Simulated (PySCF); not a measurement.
2-phenylthiophene (C10H8S), SMILES c1ccc(cc1)-c1sccc1.

Geometry: r2SCAN-D4/def2-SVP. The geometry has at least one imaginary mode, so it is a saddle point at that level. The values are those of a single conformer.

The numbers are results of TDA-PBE/def2-SVP (PySCF 2.14.0), not measurements.

Vertical excitations. Isolated molecule, no solvent. State labels are in the subgroup Cs.

```
state  symmetry  energy (eV)  λ (nm)      f                                                                main pairs
-----  --------  -----------  ------  -----  ------------------------------------------------------------------------
S1           A'         4.23     293  0.004                      HOMO→LUMO+1 66 %, HOMO−2→LUMO 18 %, HOMO−1→LUMO 15 %
S2           A'         4.36     285  0.613                                                            HOMO→LUMO 87 %
S3           A'         4.76     261  0.041                      HOMO−1→LUMO 55 %, HOMO→LUMO+2 13 %, HOMO−2→LUMO 12 %
S4           A'         4.94     251  0.025  HOMO−2→LUMO 42 %, HOMO→LUMO+1 20 %, HOMO−3→LUMO+1 10 %, HOMO−1→LUMO 10 %
S5           A'         5.10     243  0.022   HOMO−3→LUMO 36 %, HOMO→LUMO+2 31 %, HOMO−2→LUMO 11 %, HOMO−1→LUMO+1 6 %
S6           A'         5.12     242  0.079                                    HOMO−1→LUMO+1 70 %, HOMO−2→LUMO+1 19 %
S7           A"         5.47     227  0.000                                                         HOMO→LUMO+3 100 %
S8           A'         5.99     207  0.031                HOMO−3→LUMO+1 35 %, HOMO−2→LUMO+2 32 %, HOMO−1→LUMO+2 23 %
S9           A"         6.04     205  0.001                                                          HOMO−4→LUMO 99 %
S10          A'         6.14     202  0.003   HOMO→LUMO+4 22 %, HOMO−3→LUMO 19 %, HOMO→LUMO+2 17 %, HOMO−2→LUMO+2 8 %
T1           A'         2.82     440      0                                                            HOMO→LUMO 98 %
T2           A'         3.84     322      0                                        HOMO→LUMO+1 68 %, HOMO−1→LUMO 28 %
T3           A'         3.94     315      0                                        HOMO−1→LUMO 68 %, HOMO→LUMO+1 21 %
T4           A'         4.19     296      0                                        HOMO−2→LUMO 67 %, HOMO→LUMO+2 12 %
```
Triplets are in the Tamm–Dancoff approximation.
